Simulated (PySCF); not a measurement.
**Electronic structure of Zn⁺ (zinc, charge +1) at the PBE0 level**

Configuration: [Ar] 3d9 4s2, 2D determinant (an excited configuration). Computed with PySCF 2.14 in ANO-RCC-VTZP, with scalar relativity by spin-free X2C-1e.

| Quantity | Value |
| --- | --- |
| Total energy | -1795.042 hartree |
| One-electron energy | -2485.359 hartree |
| Hartree (Coulomb) energy | 761.613 hartree |
| Exchange-correlation energy | -71.297 hartree |
| ⟨S²⟩ | 0.7506 |
| ⟨L²⟩ | 6.008 |
| Sum of ⟨r⟩ | 19.49 bohr |
| Sum of ⟨r²⟩ | 25.33 bohr² |
| Traceless quadrupole moment −½Σ⟨3z² − r²⟩ along its main axis | -0.162 e·bohr² |
| Langevin diamagnetic susceptibility | -20.1 ×10⁻⁶ cm³/mol |

| shell | electrons | mean orbital energy (eV) | spread (eV) | rms radius, mean of both spins (bohr) |
| --- | --- | --- | --- | --- |
| 1s α | 1 | -9587.2 | 0 | 0.0580 |
| 1s β | 1 | -9587.2 | 0 | 0.0580 |
| 2s α | 1 | -1195.5 | 0 | 0.245 |
| 2s β | 1 | -1194.7 | 0 | 0.245 |
| 2p α | 3 | -1037.7 | 1.295 | 0.219 |
| 2p β | 3 | -1037.0 | 0.546 | 0.219 |
| 3s α | 1 | -154.84 | 0 | 0.727 |
| 3s β | 1 | -153.08 | 0 | 0.727 |
| 3p α | 3 | -107.19 | 2.374 | 0.768 |
| 3p β | 3 | -105.31 | 0.300 | 0.768 |
| 3d α | 5 | -30.294 | 2.800 | 0.956 |
| 3d β | 4 | -28.998 | 1.729 | 0.956 |
| 4s α | 1 | -16.925 | 0 | 2.46 |
| 4s β | 1 | -16.710 | 0 | 2.46 |

Densities and radii are taken from the X2C orbitals without a picture-change correction, which distorts them close to the nucleus.
